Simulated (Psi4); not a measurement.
C2HF5, charge -1, doublet, at the geometry of the source list (a state made from the parent by changing its charge; the spin is typed, not shown lowest) (a gas-phase anion, which may not be bound at this level), with bond 6-4 at 1.6 times its length. Base run: B3LYP/STO-3G run with Psi4.

The Psi4 input:
```
memory 2 GB

molecule mol {
-1 2
  F     1.102200   -1.199300    0.674800
  C     0.779900   -0.121000   -0.054700
  F     1.418900    0.937000    0.466100
  C    -0.748200    0.111400    0.004700
  F    -1.192800    0.297900    1.238800
  F    -1.275080    1.823400   -1.155780
  F    -1.391400   -0.935900   -0.513700
  H     1.108800   -0.271500   -1.095500
}

set basis sto-3g
set reference uks

energy('b3lyp')
print_variables()
```

Each row names what was changed in the base input (with any setting that the change needs).

```json
[
 {"change": "base", "ΔE vs base (µEh)": "0.0", "SCF cycles": "11", "grid points": "170918", "basis functions": "36"},
 {"change": "e_convergence = 1e-4", "ΔE vs base (µEh)": "0.0", "SCF cycles": "11", "grid points": "170918", "basis functions": "36"},
 {"change": "scf_initial_accelerator = none", "ΔE vs base (µEh)": "0.0", "SCF cycles": "11", "grid points": "170918", "basis functions": "36"},
 {"change": "d_convergence = 1e-10", "ΔE vs base (µEh)": "0.0", "SCF cycles": "19", "grid points": "170918", "basis functions": "36"},
 {"change": "basis_guess = true", "ΔE vs base (µEh)": "0.0", "SCF cycles": "9", "grid points": "170918", "basis functions": "36"},
 {"change": "scf_type = mem_df", "ΔE vs base (µEh)": "0.0", "SCF cycles": "11", "grid points": "170918", "basis functions": "36"},
 {"change": "diis_max_vecs = 15", "ΔE vs base (µEh)": "0.0", "SCF cycles": "11", "grid points": "170918", "basis functions": "36"},
 {"change": "guess = core", "ΔE vs base (µEh)": "0.0", "SCF cycles": "14", "grid points": "170918", "basis functions": "36"},
 {"change": "dft_spherical_points = 434", "ΔE vs base (µEh)": "23.0", "SCF cycles": "11", "grid points": "245530", "basis functions": "36"},
 {"change": "scf_type = out_of_core", "ΔE vs base (µEh)": "2348", "SCF cycles": "11", "grid points": "170918", "basis functions": "36"},
 {"change": "e_convergence = 1e-10", "ΔE vs base (µEh)": "0.0", "SCF cycles": "15", "grid points": "170918", "basis functions": "36"},
 {"change": "guess = sadno", "ΔE vs base (µEh)": "0.0", "SCF cycles": "14", "grid points": "170918", "basis functions": "36"},
 {"change": "diis_max_vecs = 3", "ΔE vs base (µEh)": "0.0", "SCF cycles": "12", "grid points": "170918", "basis functions": "36"}
]
```

Open shells are given as the SCF converged; they aren't shown to be the lowest states, and a large step between rows can be another state.

A gas-phase anion may not be bound at this level; its values then depend on the basis.
